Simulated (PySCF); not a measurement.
CCl₃, SMILES Cl[C](Cl)Cl (connectivity only; charge and spin as stated), charge +1, multiplicity 1. Geometry: PBE0-D3(BJ)/def2-SVP. The spin state was assumed, not searched. The isomer is the one that the SMILES or the coordinates give; other isomers of the formula were not compared.

TDDFT-PBE/def2-SVPD (PySCF) puts the lowest singlet excitations at 3.31, 4.51, 4.51, 5.35, 5.35, 6.55 eV.

Question: What are the lowest excitation roots from ADC(2)/aug-cc-pVDZ (PySCF 2.14.0)? (The exact figures need the calculation; the answer reports its results.)

Answer: 3.68, 4.99, 4.99, 5.10, 5.10, 7.51 eV. S1 differs by 0.37 eV (second minus first; roots are paired by order, and the bases may differ).
